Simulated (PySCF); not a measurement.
Cyclopropyl cyanosilane, C4H7NSi.
Structure used (PBE0-D3(BJ)/def2-SVP), in Å, numbered top down from 1:
```
atom  x, y, z in Å
N1     2.069    2.091    0.892
C2     1.838    1.142    0.266
Si3    1.366   -0.376   -0.711
C4    -0.433   -0.679   -0.369
C5    -1.391    0.472   -0.167
C6    -1.025   -0.393    0.991
H7     1.655   -0.072   -2.141
H8     2.252   -1.480   -0.246
H9    -0.845   -1.551   -0.891
H10   -2.390    0.372   -0.600
H11   -0.994    1.492   -0.189
H12   -0.377    0.035    1.762
H13   -1.768   -1.099    1.372
```

Computed with PySCF at PBE0/def2-SVPD, non-relativistic, on one gas-phase PBE0-D3(BJ)/def2-SVP geometry that isn't relaxed in the solvent. The solvent is an IEF-PCM continuum (cavity from Bondi-type radii × 1.2). Specific hydrogen bonds and non-electrostatic terms are outside this model.

Gas phase at PBE0/def2-SVPD: HOMO -8.84 eV, LUMO -0.50 eV, dipole 3.93 D.

Problem. What does the continuum do to the energy, the frontier levels and the dipole at PBE0/def2-SVPD in cyclohexane and tetrahydrofuran?

Solution. 
| solvent | ε | E(solvent) − E(gas) (kcal/mol) | polarisation term (kcal/mol) | distortion of the solute (kcal/mol) | HOMO (eV) | LUMO (eV) | dipole (D) |
| --- | --- | --- | --- | --- | --- | --- | --- |
| cyclohexane | 2.017 | -1.98 | -2.15 | 0.17 | -8.69 | -0.50 | 4.38 |
| tetrahydrofuran | 7.426 | -4.06 | -4.79 | 0.73 | -8.57 | -0.52 | 4.88 |

The polarisation term is half the interaction of the solute with the surface charges that it induces; the rest is the cost of distorting the solute's density. The sum is the electrostatic part of solvation alone. From cyclohexane to tetrahydrofuran the lowering changes by a factor 2.05, Onsager's factor (ε − 1)/(2ε + 1) by 2.01 and ε itself by 3.7.

Problem. Which radius a makes the point-dipole formula ΔE = −[(ε − 1)/(2ε + 1)]·μ²/a³ give the value in tetrahydrofuran, with the gas-phase dipole?

Solution. μ = 1.545 au and |ΔE| = 0.00647 Eh give a = 2.81 Å; the farthest nucleus lies 3.08 Å from the centroid of the nuclei, so such a sphere wouldn't even hold the nuclei. The formula assumes a rigid point dipole at the centre of a sphere.

Problem. Give the dipole vector in the frame of the coordinates (D, pointing from negative to positive charge), gas and tetrahydrofuran.

Solution. Gas (-2.04, -2.97, -1.56), solvent (-2.41, -3.74, -2.01). Its length changes by +24 % and its direction by 2°.

Problem. How does the static polarisability (PBE0/def2-SVPD, frozen core, with the continuum's full static response) change?

Solution. 
```json
{"medium": "gas", "isotropic (au)": "73.8", "principal values (au)": "64.2, 77.9, 79.3", "⟨r²⟩ of the electrons (bohr²)": "760.8"}
{"medium": "cyclohexane", "isotropic (au)": "82.7", "principal values (au)": "72.1, 86.9, 89.0", "⟨r²⟩ of the electrons (bohr²)": "761.1"}
{"medium": "tetrahydrofuran", "isotropic (au)": "94.1", "principal values (au)": "83.3, 97.0, 101.9", "⟨r²⟩ of the electrons (bohr²)": "761.4"}
```

The isotropic value in tetrahydrofuran is 1.27 times the gas-phase one; no cavity-field correction is applied. ⟨r²⟩ is taken about the centre of nuclear charge.
